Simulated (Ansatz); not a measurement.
## Nudged elastic band run: BH₈NSSi₃

The input (input.yaml):

```yaml
crystal:
  periodic: [false, false, false]
  atoms:
    - { symbol: "N", position_ang: [0.496734, -1.809504, -0.522242] }
    - { symbol: Si, position_ang: [1.300081, -1.145728, 0.878496] }
    - { symbol: Si, position_ang: [0.111796, 0.852907, 1.193272] }
    - { symbol: Si, position_ang: [-0.269379, 1.824209, -0.916185] }
    - { symbol: B, position_ang: [-1.915833, 0.658565, -0.766072] }
    - { symbol: S, position_ang: [-2.016458, 0.193879, 0.97382] }
    - { symbol: H, position_ang: [-0.477661, -2.086066, -0.433279] }
    - { symbol: H, position_ang: [0.995649, -2.458067, -1.124787] }
    - { symbol: H, position_ang: [1.322423, -2.009532, 2.104762] }
    - { symbol: H, position_ang: [2.716773, -0.883208, 0.486418] }
    - { symbol: H, position_ang: [0.351146, 1.598269, 2.466227] }
    - { symbol: H, position_ang: [0.750694, 1.67069, -1.99518] }
    - { symbol: H, position_ang: [-0.611788, 3.275038, -0.783656] }
    - { symbol: H, position_ang: [-2.767078, 0.289349, -1.532694] }
basis:
  gaussian: { orbitals: def2-SVP }
hamiltonian:
  xc: b3lyp
  dispersion: d4
neb:
  order_check: false
  images: 5
  f_tol: 0.03
  max_iterations: 39
  initial_path: idpp
  final_atoms:
    - { symbol: "N", position_ang: [0.64860182, -1.88295483, -0.54035434] }
    - { symbol: Si, position_ang: [1.27428746, -1.17105633, 0.91648329] }
    - { symbol: Si, position_ang: [0.14300717, 0.87303783, 1.22567263] }
    - { symbol: Si, position_ang: [-0.3062782, 1.72667525, -0.92290215] }
    - { symbol: B, position_ang: [-1.94625825, 0.57217358, -0.65494226] }
    - { symbol: S, position_ang: [-2.00095149, 0.23767778, 1.11399844] }
    - { symbol: H, position_ang: [1.02465758, -1.64777785, -1.45244802] }
    - { symbol: H, position_ang: [-0.30302261, -2.22905852, -0.59903018] }
    - { symbol: H, position_ang: [1.06252448, -2.09641662, 2.06837916] }
    - { symbol: H, position_ang: [2.73494239, -0.9386754, 0.7130577] }
    - { symbol: H, position_ang: [0.43189799, 1.69789508, 2.43922472] }
    - { symbol: H, position_ang: [0.67763712, 1.50174713, -2.02668033] }
    - { symbol: H, position_ang: [-0.64270688, 3.18297903, -0.87636034] }
    - { symbol: H, position_ang: [-2.81123958, 0.1445549, -1.37519833] }
```

Command:

```bash
$ ansatz run input.yaml --threads 2 --pin off --max-ram 3072MiB --backend cpu --events-out ev --progress --plain --runs-dir out
```

Output, in part (warnings, iteration lines, the closing report on the highest movable image, with atoms numbered from 0):

```
NEB end point (image 0): max|allowed force component| = 7.773e-3 eV/Å (the criterion of neb.relax_end_points is 1.000e-2)
NEB end point (image 6): max|allowed force component| = 1.396e-2 eV/Å (the criterion of neb.relax_end_points is 1.000e-2)
NEB iter   1: max|band force component| = 1.205e0 eV/Å  barrier→ = 0.3134 eV  barrier← = 0.2813 eV  Δτ_max = 0.1410 Å  (193 SCF iters)
NEB iter   2: max|band force component| = 7.328e-1 eV/Å  barrier→ = 0.2269 eV  barrier← = 0.1948 eV  Δτ_max = 0.1672 Å  (148 SCF iters)
NEB iter   3: max|band force component| = 4.315e-1 eV/Å  barrier→ = 0.1514 eV  barrier← = 0.1193 eV  CI = image 3  Δτ_max = 0.1189 Å  (150 SCF iters)
NEB iter   4: max|band force component| = 2.816e-1 eV/Å  barrier→ = 0.1338 eV  barrier← = 0.1017 eV  CI = image 3  Δτ_max = 0.0958 Å  (145 SCF iters)
NEB iter   5: max|band force component| = 1.337e-1 eV/Å  barrier→ = 0.1169 eV  barrier← = 0.0848 eV  CI = image 3  Δτ_max = 0.1093 Å  (149 SCF iters)
NEB iter   6: max|band force component| = 1.974e-1 eV/Å  barrier→ = 0.1130 eV  barrier← = 0.0809 eV  CI = image 3  Δτ_max = 0.0487 Å  (148 SCF iters)
NEB iter   7: max|band force component| = 1.826e-1 eV/Å  barrier→ = 0.1092 eV  barrier← = 0.0771 eV  CI = image 3  Δτ_max = 0.0548 Å  (151 SCF iters)
NEB iter   8: max|band force component| = 1.355e-1 eV/Å  barrier→ = 0.1056 eV  barrier← = 0.0734 eV  CI = image 3  Δτ_max = 0.1093 Å  (150 SCF iters)
NEB iter   9: max|band force component| = 9.995e-2 eV/Å  barrier→ = 0.1017 eV  barrier← = 0.0696 eV  CI = image 3  Δτ_max = 0.1093 Å  (149 SCF iters)
NEB iter  10: max|band force component| = 2.665e-1 eV/Å  barrier→ = 0.1005 eV  barrier← = 0.0684 eV  CI = image 3  Δτ_max = 0.0547 Å  (147 SCF iters)
NEB iter  11: max|band force component| = 2.162e-1 eV/Å  barrier→ = 0.0976 eV  barrier← = 0.0655 eV  CI = image 3  Δτ_max = 0.0546 Å  (148 SCF iters)
NEB iter  12: max|band force component| = 1.992e-1 eV/Å  barrier→ = 0.0969 eV  barrier← = 0.0648 eV  CI = image 3  Δτ_max = 0.0553 Å  (149 SCF iters)
NEB iter  13: max|band force component| = 2.057e-1 eV/Å  barrier→ = 0.0964 eV  barrier← = 0.0643 eV  CI = image 3  Δτ_max = 0.0274 Å  (144 SCF iters)
NEB iter  14: max|band force component| = 1.275e-1 eV/Å  barrier→ = 0.0961 eV  barrier← = 0.0640 eV  CI = image 3  Δτ_max = 0.0226 Å  (144 SCF iters)
NEB iter  15: max|band force component| = 8.625e-2 eV/Å  barrier→ = 0.0960 eV  barrier← = 0.0639 eV  CI = image 3  Δτ_max = 0.0274 Å  (126 SCF iters)
NEB iter  16: max|band force component| = 2.594e-2 eV/Å  barrier→ = 0.0959 eV  barrier← = 0.0638 eV  CI = image 3  Δτ_max = 0.0090 Å  (132 SCF iters)
NEB iter  17: max|band force component| = 2.998e-2 eV/Å  barrier→ = 0.0959 eV  barrier← = 0.0637 eV  CI = image 3  Δτ_max = 0.0000 Å  (166 SCF iters)
Total energy: -36756.49457009 eV, -1350.7762610038 hartree
Atom 0 at     0.864412    -2.000474    -0.568319 Å, force     0.006057     0.001775     0.012050 eV/Å
Atom 1 at     1.486611    -1.166591     0.812769 Å, force    -0.003626     0.002826    -0.004679 eV/Å
Atom 2 at     0.082427     0.694016     1.095397 Å, force     0.000421    -0.001134     0.004658 eV/Å
Atom 3 at    -0.572970     1.830843    -0.864084 Å, force     0.003732    -0.001302    -0.002623 eV/Å
Atom 4 at    -2.277423     0.786193    -0.511570 Å, force    -0.003029     0.005343     0.002999 eV/Å
Atom 5 at    -2.042379    -0.012781     1.078415 Å, force     0.000026    -0.003868    -0.000345 eV/Å
Atom 6 at     0.165280    -1.597156    -1.179798 Å, force    -0.000561    -0.003184    -0.004969 eV/Å
Atom 7 at     1.295199    -2.826162    -0.968401 Å, force    -0.003482    -0.003234    -0.005396 eV/Å
Atom 8 at     1.492980    -2.034573     2.031442 Å, force     0.001991    -0.000295    -0.000840 eV/Å
Atom 9 at     2.891392    -0.660467     0.657020 Å, force    -0.000135     0.001053    -0.000102 eV/Å
Atom 10 at     0.389018     1.445083     2.350817 Å, force    -0.002675     0.001933    -0.000552 eV/Å
Atom 11 at     0.221158     1.566001    -2.103549 Å, force     0.000543    -0.000202     0.000739 eV/Å
Atom 12 at    -0.696155     3.311121    -0.693989 Å, force     0.000234     0.000749    -0.000249 eV/Å
Atom 13 at    -3.312450     0.635746    -1.107252 Å, force     0.000504    -0.000459    -0.000689 eV/Å
Dipole moment:     0.226023    -0.083123    -0.226625 e Å
```

It converged. The band force fell under the threshold earlier too, but the program's further tests of the path sent the band on. A vibrational analysis at the climbing image gives one clearly imaginary mode, 260i cm⁻¹: a first-order saddle point.

Final band (atoms are numbered from 1 in the order of the input):

```
image  path coordinate (Å)  energy (kcal/mol)  dihedral H7–N1–Si2–Si3 (°)
    0                 0.00                0.0                         -65
    1                 0.62                0.2                         -59
    2                 1.24                0.9                         -42
    3                 1.86                2.2                          11
    4                 2.77                1.5                          56
    5                 3.66                1.2                          59
    6                 4.56                0.7                          86
```

Run time: 8.9 min on 2 threads of Arm Neoverse V1, on a shared host, peak memory 0.4 GiB.
